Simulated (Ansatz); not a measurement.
C$_{3}$H$_{4}$F$_{2}$Si (`C=C=C(F)[SiH2]F`) from Hartree–Fock to CCSD(T)

Cartesian coordinates in Å:
```
C -1.401 -1.302 -1.098
C -0.733 -0.770 -0.120
C -0.025 -0.178 0.803
F -0.134 -0.553 2.103
Si 1.197 1.166 0.400
F 0.718 2.555 1.029
H -1.015 -2.156 -1.646
H -2.372 -0.914 -1.391
H 2.518 0.852 0.991
H 1.247 1.299 -1.072
```

Charge 0, multiplicity 1. The geometry is a stationary point of PBE0-D4/def2-TZVP. It is one conformer, not always the lowest. Frozen core, restricted reference, the Gaussian-basis code of Ansatz. CBS rows extrapolate triple and quadruple zeta; past MP2 they add the triple-zeta difference.

```json
{"basis": "def2-SVP", "HF (Eh)": "-603.38296", "MP2 corr.": "-0.84151", "CCSD corr.": "-0.88536", "(T)": "-0.02579", "CCSD(T) total": "-604.29411"}
{"basis": "def2-TZVPP", "HF (Eh)": "-603.87959", "MP2 corr.": "-1.07566", "CCSD corr.": "-1.10834", "(T)": "-0.04391", "CCSD(T) total": "-605.03184"}
{"basis": "def2-QZVPP", "HF (Eh)": "-603.90294", "MP2 corr.": "-1.16361", "CCSD corr.": "–", "(T)": "–", "CCSD(T) total": "–"}
{"basis": "CBS(def2)", "HF (Eh)": "-603.90615", "MP2 corr.": "-1.22876", "CCSD corr.": "-1.26145", "(T)": "as TZ", "CCSD(T) total": "-605.21151"}
```
